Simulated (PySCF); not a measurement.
How methods differ on the ionisation energy of Eu³⁵⁺

Eu³⁵⁺ [Ar] 3d10 (1S) → Eu³⁶⁺ [Ar] 3d9 (2D), as a difference of total energies. Calculation: PySCF 2.14, in an uncontracted even-tempered set (18 s from 5.9 bohr⁻², ratio 2.5; 13 p from 7.7 bohr⁻², ratio 2.5; 8 d from 7.7 bohr⁻², ratio 2.5; 4 f from 35 bohr⁻², ratio 2.7; 3 g from 53 bohr⁻², ratio 2.7); the spin-free X2C one-electron Hamiltonian (Gaussian nucleus). Correlated levels: outer shells: [Ne] frozen; virtual orbitals above 40 to 60 times the deepest correlated orbital energy dropped. The calculations carry no spin-orbit coupling.

| method | ionisation energy (eV) |
| --- | --- |
| UHF | 2508.0 |
| LDA | 2506.6 |
| PBE | 2505.8 |
| PBE0 | 2507.0 |
| r2SCAN | 2507.3 |
| B97-3 | 2507.5 |
| B2PLYP | 2507.7 |
| MP2 (outer shells) | 2509.6 |
| SCS-MP2 (outer shells) | 2509.4 |

A first-order spin-orbit estimate (lowest level to lowest level, LS coupling) adds -11.984 eV.

Breit and QED terms and the two-electron picture change are absent.

For comparison: 2495 ± 5 eV (theoretical estimate listed by NIST; NIST Atomic Spectra Database, ionization energies).
